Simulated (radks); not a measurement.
Results of a calculation; reference values are marked as such.
Question: These are the eigenvalues of the occupied orbitals of an atom or ion with whole-number occupations (eV). Level of theory: scalar-relativistic Kohn-Sham, r2SCAN, spin-polarised, spherical densities, finite nucleus; meta-GGA in the generalised Kohn-Sham scheme; Fermi nuclear charge, rms radius of each element as measured or else 0.836 A^(1/3) + 0.57 fm (a radial shooting solver on a logarithmic mesh with Libxc functionals).

orbital  eigenvalue
1s up     -55579.89
1s down   -55579.89
2s up     -9329.122
2s down   -9329.121
2p up     -8262.988
2p down   -8262.979
3s up     -2101.790
3s down   -2100.197
3p up     -1774.327
3p down   -1772.733
3d up     -1358.440
3d down   -1357.213
4s up     -430.4212
4s down   -426.9464
4p up     -322.1687
4p down   -318.7079
4d up     -175.3106
4d down   -171.8518
5s up      -64.5030
5s down    -62.9330
5p up      -39.1411
5p down    -38.1014
4f up      -16.0728
4f down    -13.0434
6f up       -1.7306

Which element is it, and in what charge state? The configuration may be excited. Open shells, if any, are filled with parallel spins first.

Answer: Z = 67, holmium, charge +1: Ho+ in [Xe] 4f11 6f1. The list shows which subshells hold electrons but not how many an open one holds; the 1s level, -2042.5 hartree, gives Z - s = 63.9 by -(Z - s)^2/2, which with screening and relativity narrows Z to a few neighbours, and the depths of the outer levels then fix element, charge and occupations together.
